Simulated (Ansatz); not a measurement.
ammonia (H$_{3}$N), singlet, geometry from GFN2-xTB; MP2/aug-cc-pVDZ run with Ansatz (a quantum-chemistry and plane-wave program).

Ansatz was given this input:
Ansatz 0.2 input:
```yaml
crystal:
  periodic: [false, false, false]
  atoms:
    - {symbol: N, position_ang: [-0.00088861, 0.00220129, 0.11002386]}
    - {symbol: H, position_ang: [0.01587655, 0.93846578, -0.27548989]}
    - {symbol: H, position_ang: [0.81249024, -0.48875726, -0.24050098]}
    - {symbol: H, position_ang: [-0.82214652, -0.46511757, -0.25417613]}
basis:
  gaussian:
    orbitals: aug-cc-pVDZ
magnetization: {spin_polarized: false}
correlation: {method: mp2}
```

It wrote (shortened):

```
Functional definition: HF
479 factors; integrals over basis functions are off by at most 8.2e-4 eV
mean field evaluation 1: about -1527.4345 eV, gradient 3.1e1 eV
mean field evaluation 2: about -1527.4341 eV, gradient 3.1e1 eV
mean field evaluation 4: about -1529.4145 eV, gradient 1.6e0 eV
mean field evaluation 8: about -1529.4262 eV, gradient 6.3e-4 eV
mean field -1529.42616410 eV, -56.2053748485 hartree, gradient 2.4e-6 eV, S^2 0.000000; 0 other end points of the search recorded, 0 dependent functions left out
1 core orbitals not correlated
reference -1529.42616410 eV, -56.2053748485 hartree; 4, 4 occupied and 45, 45 virtual orbitals, 479 factors
second order -5.42436444 eV of doubles, -0.00000000 eV of singles
Total energy: -1534.85052854 eV, -56.4047165647 hartree
```
